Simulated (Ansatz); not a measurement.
Other settings, tried on `c1cc2ccc3c[o+]cc4ccc(c1)c2c34`.

```yaml
crystal:
  periodic: [false, false, false]
  atoms:
    - {symbol: C, position_ang: [-3.150653, 0.179535, 1.117734]}
    - {symbol: C, position_ang: [-2.426550, -1.011347, 1.285376]}
    - {symbol: C, position_ang: [-1.097706, -1.113531, 0.823055]}
    - {symbol: C, position_ang: [-0.315158, -2.312813, 0.971331]}
    - {symbol: C, position_ang: [0.979903, -2.394103, 0.515369]}
    - {symbol: C, position_ang: [1.581592, -1.258833, -0.129440]}
    - {symbol: C, position_ang: [2.887568, -1.266878, -0.617358]}
    - {symbol: O, position_ang: [3.415613, -0.194686, -1.211871]}
    - {symbol: C, position_ang: [2.743041, 0.945997, -1.380214]}
    - {symbol: C, position_ang: [1.428320, 1.087342, -0.938347]}
    - {symbol: C, position_ang: [0.673437, 2.299722, -1.102426]}
    - {symbol: C, position_ang: [-0.620428, 2.365709, -0.640632]}
    - {symbol: C, position_ang: [-1.251733, 1.247165, 0.009716]}
    - {symbol: C, position_ang: [-2.577261, 1.296511, 0.489875]}
    - {symbol: C, position_ang: [-0.507109, 0.028873, 0.179822]}
    - {symbol: C, position_ang: [0.822335, -0.047002, -0.292182]}
    - {symbol: H, position_ang: [-4.185864, 0.238734, 1.485611]}
    - {symbol: H, position_ang: [-2.894567, -1.875502, 1.780528]}
    - {symbol: H, position_ang: [-0.776375, -3.179736, 1.468426]}
    - {symbol: H, position_ang: [1.563671, -3.318168, 0.636379]}
    - {symbol: H, position_ang: [3.589354, -2.111311, -0.569471]}
    - {symbol: H, position_ang: [3.339405, 1.716342, -1.888919]}
    - {symbol: H, position_ang: [1.140716, 3.163688, -1.596928]}
    - {symbol: H, position_ang: [-1.199591, 3.293405, -0.764278]}
    - {symbol: H, position_ang: [-3.161969, 2.220875, 0.368854]}
basis:
  gaussian: {orbitals: STO-3G, final_grid: {core_spheres: 8, valence_spheres: 7, degree: 23}, point_charges: [{charge: 1.00, position_ang: [8.476, 0.367, 0.626]}]}
total_charge: 1
hamiltonian: {xc: {name: wB97}}
scf: {omitted_lower_state_checks: [starts]}
```

```sh
$ ansatz run in.yaml --threads 4 --pin off --events-out ev --progress --plain --max-ram 6963MiB
```

It prints (some lines left out):

```
Functional definition: wB97
1280 factors; integrals over basis functions are off by at most 4.3e-5 eV
567 factors; integrals over basis functions are off by at most 1.2e-6 eV
mean field evaluation 1: about -17521.0526 eV, gradient 2.3e1 eV
mean field evaluation 2: about -17522.5871 eV, gradient 1.4e1 eV
mean field evaluation 4: about -17523.2258 eV, gradient 1.3e0 eV
mean field evaluation 8: about -17522.7045 eV, gradient 7.2e-2 eV
mean field evaluation 16: about -17522.7045 eV, gradient 1.7e-4 eV
mean field -17522.70452056 eV, -643.9475138150 hartree, gradient 6.0e-5 eV, S^2 0.000000; 0 other end points of the search recorded, 0 dependent functions left out
reference -17522.70451260 eV, -643.9475135223 hartree; 53, 53 occupied and 36, 36 virtual orbitals, 1280 factors
Total energy: -17522.70451260 eV, -643.9475135223 hartree
Checks for a lower state left out: starts
```

Run time 1.2 s (4 threads of Intel Xeon 6975P-C on a shared host).
